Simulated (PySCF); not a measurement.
# A small calculation by hand: oscillator strength and radiative lifetime

GeF2Cl2, SMILES [F][Ge]([F])([Cl])[Cl].

Geometry: B3LYP-D3(BJ)/def2-SVP.

TDA-PBE/def2-SVPD (PySCF) puts the first singlet state with f over 0.02 at 7.13 eV (vertical), with the transition dipole (0.871, 0.000, 0.000) in atomic units.

Q: Find the oscillator strength, the wavelength and the radiative lifetime that this transition would have in vacuum if emission retraced absorption.

A: 
|μ|² = 0.7586 au, so |μ| = 2.21 D. ΔE = 7.13/27.211 = 0.2620 hartree. f = (2/3) ΔE |μ|² = 0.133 (the program prints 0.133).
λ = 1239.84/7.13 = 174 nm; ν = 57507 cm⁻¹.
Einstein's coefficient A = 0.6670 ν² f s⁻¹ (ν in cm⁻¹) = 2.9e8 s⁻¹, so τ = 1/A = 3.4 ns. This state is S6; the lower singlets have f = 0.011, 0.000, 0.013, 0.017, 0.014. The figure is the radiative limit of this one transition; relaxation, internal conversion, crossing to triplets and a medium change what is measured.
